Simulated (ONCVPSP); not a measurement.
# Building the ONCV potential for V (Wu-Cohen, scalar-relativistic).

ONCVPSP 4.0.1 was run on this input:

```
# ATOM AND REFERENCE CONFIGURATION
# atsym  z   nc   nv     iexc    psfile
  V 23.00    5    1  -118130      upf
#
#   n    l    f
    1    0    2.00
    2    0    2.00
    2    1    6.00
    3    0    2.00
    3    1    6.00
    3    2    3.00
#
# PSEUDOPOTENTIAL AND OPTIMIZATION
# lmax
    2
#
#   l,   rc,      ep,       ncon, nbas, qcut
    0    2.05    0.08    4    8    4.00
    1    1.90    0.07    4    6    3.90
    2    2.05    0.00    4    8    8.50
#
# LOCAL POTENTIAL
# lloc, lpopt,  rc(5),   dvloc0
    4    1    1.50    1.00
#
# VANDERBILT-KLEINMAN-BYLANDER PROJECTORs
# l, nproj, debl
    0    1    0.60
    1    2    3.30
    2    3    0.60
#
# MODEL CORE CHARGE
# icmod, fcfact, rcfact
    0    0.00    0.00
#
# LOG DERIVATIVE ANALYSIS
# epsh1, epsh2, depsh
   -2.00    5.00    0.02
#
# OUTPUT GRID
# rlmax, drl
    6.00    0.01
#
# TEST CONFIGURATIONS
# ncnf
    4
# nvcnf
#   n    l    f
    2
    3    2    3.00
    4    0    2.00
#
    2
    3    2    3.00
    4    0    1.00
#
    1
    3    2    2.00
#
    2
    3    2    3.50
    4    0    1.50
#
```

Command:

```bash
oncvpsp.x < V.dat > V.out
```

Output (shortened: citation, most of the input echo, consistency checks and plot data are left out):

```
ONCVPSP  (Optimized Norm-Conservinng Vanderbilt PSeudopotential)
scalar-relativistic version 4.0.1

test_data: must have ncon+3 <= nbas <= ncon+5, l=   1
 for nproj=2
ERROR: test_data found   1 ERROR; stopping
```

The run stopped because the input breaks a rule of the program on the basis size: nbas must lie between ncon + 3 and ncon + 5.

The run took about 0.06 s on one core of a shared server CPU.
